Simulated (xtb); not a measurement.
CsI, charge +1, doublet, from a rough starting geometry (GFN-xTB shapes and energies of metal compounds can be far from the true ones) (a state made from the parent by changing its charge; the spin is typed, not shown lowest); xtb with GFN2-xTB.

xtb was given this input:
```
$ xtb mol.xyz --gfn 2 --chrg 1 --uhf 1 --opt vtight --json

# file mol.xyz
2

Cs    -1.12429809    -0.79179946    -0.95706257
I      1.18941093     0.81159903     0.99069119
```

It wrote (shortened):

```
   ID    Z sym.   atoms
    1   55 Cs     1
    2   53 I      2

           -------------------------------------------------
          |                Calculation Setup                |
           -------------------------------------------------

           -------------------------------------------------
          |                 G F N 2 - x T B                 |
           -------------------------------------------------

          ...................................................
          :                      SETUP                      :
          :.................................................:
          :  # basis functions                  14          :
          :  # atomic orbitals                  13          :
          :  # shells                            5          :
          :  # electrons                         7          :
          :  max. iterations                   250          :
          :  Hamiltonian                  GFN2-xTB          :
          :  restarted?                      false          :
          :  GBSA solvation                  false          :
          :  PC potential                    false          :
          :  electronic temp.          300.0000000     K    :
          :  accuracy                    1.0000000          :
          :  -> integral cutoff          0.2500000E+02      :
          :  -> integral neglect         0.1000000E-07      :
          :  -> SCF convergence          0.1000000E-05 Eh   :
          :  -> wf. convergence          0.1000000E-03 e    :
          :  Broyden damping             0.4000000          :
          :  net charge                          1          :
          :  unpaired electrons                  1          :
          ...................................................

 iter      E             dE          RMSdq      gap      omega  full diag
   1     -3.2636810 -0.326368E+01  0.225E+01    1.18       0.0  T
   2     -3.5865292 -0.322848E+00  0.168E+01    8.63       1.0  T
   3     -3.5947363 -0.820711E-02  0.970E+00    6.90       1.0  T
   4     -3.5985676 -0.383123E-02  0.719E+00    6.16       1.0  T
   5     -3.6081261 -0.955854E-02  0.212E+00    4.00       1.0  T
   6     -3.6006456  0.748055E-02  0.318E+00    3.09       1.0  T
   7     -3.5974614  0.318418E-02  0.688E+00    6.06       1.0  T
   8     -3.6068673 -0.940597E-02  0.214E+00    4.52       1.0  T
   9     -3.6078712 -0.100386E-02  0.132E+00    4.20       1.0  T
[...]
         :: total energy              -3.606161020329 Eh    ::
 * total energy  :    -3.6061610 Eh     change       -0.6910028E-12 Eh
 * total energy  :    -3.6075888 Eh     change       -0.1427753E-02 Eh
 * total energy  :    -3.6077926 Eh     change       -0.2038661E-03 Eh
 * total energy  :    -3.6078331 Eh     change       -0.4050544E-04 Eh
 * total energy  :    -3.6078790 Eh     change       -0.4581250E-04 Eh
 * total energy  :    -3.6078802 Eh     change       -0.1200736E-05 Eh
 * total energy  :    -3.6078802 Eh     change       -0.1540753E-07 Eh
   *** GEOMETRY OPTIMIZATION CONVERGED AFTER 7 ITERATIONS ***
         :: total energy              -3.607880173871 Eh    ::
[...]
         7                         -0.2821295              -7.6771
         8                         -0.2089618              -5.6861
         9                         -0.2089618              -5.6861
        10                         -0.2035488              -5.5388
        11                         -0.2035488              -5.5388
        12                         -0.2017957              -5.4911
        13                         -0.1016391              -2.7657
      -------------------------------------------------------------
                  HL-Gap            0.1302712 Eh            3.5449 eV
             Fermi-level           -0.5904980 Eh          -16.0683 eV

     #   Z          covCN         q      C6AA      α(0)
     1  55 Cs       0.711     0.808   515.640    75.447
     2  53 I        0.711     0.192   357.146    32.627

 Mol. C6AA /au·bohr⁶  :       1650.195164
 Mol. C8AA /au·bohr⁸  :     362968.403299
 Mol. α(0) /au        :        108.073866

Wiberg/Mayer (AO) data.
largest (>0.10) Wiberg bond orders for each atom

 ---------------------------------------------------------------------------
     #   Z sym  total        # sym  WBO       # sym  WBO       # sym  WBO
 ---------------------------------------------------------------------------
     1  55 Cs   0.345 --     2 I    0.345
     2  53 I    0.345 --     1 Cs   0.345
 ---------------------------------------------------------------------------

Topologies differ in total number of bonds
Writing topology from bond orders to xtbtopo.mol

molecular dipole:
                 x           y           z       tot (Debye)
 q only:       -1.406      -0.998      -1.203
   full:       -1.641      -1.161      -1.402       6.230
molecular quadrupole (traceless):
                xx          xy          yy          xz          yz          zz
 q only:        2.178       5.755      -2.029       6.971       4.874      -0.148
  q+dip:        2.642       6.973      -2.461       8.448       5.905      -0.181
   full:        2.261       5.997      -2.110       7.262       5.083      -0.151

optimized geometry written to: xtbopt.xyz

           -------------------------------------------------
          | TOTAL ENERGY               -3.607880173871 Eh   |
          | GRADIENT NORM               0.000000431994 Eh/α |
          | HOMO-LUMO GAP               3.544858992090 eV   |
           -------------------------------------------------

normal termination of xtb
```
